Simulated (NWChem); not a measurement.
Species: GeH3F; SMILES [F][GeH3]

Computed with NWChem. Structure relaxed at the PBE0/def2-SVP level. B3LYP is NWChem's, with the RPA form of VWN correlation. Vertical excitations in the gas phase; the lowest state need not have the same character in each row.

```json
[
 {"level": "PBE/aug-cc-pVDZ, full TDDFT", "lowest excitation, singlet (eV)": "6.95", "oscillator strength of that lowest state": "0.002", "lowest state with f > 0.02, singlet (eV)": "7.58", "oscillator strength of that bright state": "0.077", "orbital gap (eV)": "6.82"},
 {"level": "B3LYP/aug-cc-pVDZ, full TDDFT", "lowest excitation, singlet (eV)": "7.44", "oscillator strength of that lowest state": "0.001", "lowest state with f > 0.02, singlet (eV)": "8.20", "oscillator strength of that bright state": "0.121", "orbital gap (eV)": "8.63"},
 {"level": "PBE0/aug-cc-pVDZ, full TDDFT", "lowest excitation, singlet (eV)": "7.59", "oscillator strength of that lowest state": "0.000", "lowest state with f > 0.02, singlet (eV)": "8.45", "oscillator strength of that bright state": "0.134", "orbital gap (eV)": "9.12"},
 {"level": "Hartree-Fock/aug-cc-pVDZ, TDHF", "lowest excitation, singlet (eV)": "8.94", "oscillator strength of that lowest state": "0.001", "lowest state with f > 0.02, singlet (eV)": "9.71", "oscillator strength of that bright state": "0.270", "orbital gap (eV)": "14.23"}
]
```
